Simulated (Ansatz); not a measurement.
The first iterations of a band of ClH2InO2 + H2 (8 atoms, charge 0, multiplicity 1).

Level of theory: Ansatz 0.2.0, RKS PBE/def2-SVP.

| Quantity | Value |
| --- | --- |
| movable images | 7 |
| climbing image | yes |
| spring | 2.0 to 10.0 eV/Å², energy-weighted |
| optimiser | quadratic models (default) |
| start path | through a guess of the saddle point |
| force threshold | 0.05 eV/Å |
| iteration limit | 60 |
| end points | relaxed |

First end point:

```xyz
8
Properties=species:S:1:pos:R:3
In -0.150 -0.355 -0.046
O 0.012 -0.444 1.969
H -0.888 -0.393 2.351
O 1.468 -0.477 -1.231
H 2.252 -0.608 -0.659
Cl -2.272 -0.144 -1.050
H 0.244 2.634 1.091
H 0.222 2.002 1.535
```

Last end point:

```xyz
8
Properties=species:S:1:pos:R:3
In 0.294 0.866 -0.207
O -0.033 0.087 2.045
H -0.887 -0.326 1.754
O 1.836 -0.247 -0.876
H 1.526 -1.161 -1.030
Cl -1.816 -0.366 -0.366
H 0.261 2.575 -0.033
H -0.293 0.789 2.674
```

| iteration | highest image above the first end (eV) | largest band force component (eV/Å) |
| --- | --- | --- |
| 1 | 1.763 | 12.112 |
| 2 | 0.812 | 2.318 |
| 3 | 0.663 | 1.068 |
| 4 | 0.961 | 7.630 |
| 5 | 0.594 | 2.018 |
| 6 | 0.539 | 0.671 |

Q: Does the band converge within its limit, and where does its top end?

A: The run converged. It ended after 19 iterations with the highest image 0.553 eV above the first end. Beside the main top the profile has a ripple of under 15 meV (maxima at images 1, 5), which may be a very shallow well or noise. Another band between the same ends (7 images) ends at a top of the same energy, where a vibrational analysis finds 1 clearly imaginary mode. The orbitals stay closed-shell, which can raise the energy where a bond breaks towards radicals; this wasn't checked here.

The run took 4 min on 2 threads of Arm Neoverse V1, with other jobs on the host, peak memory 0.14 GiB.
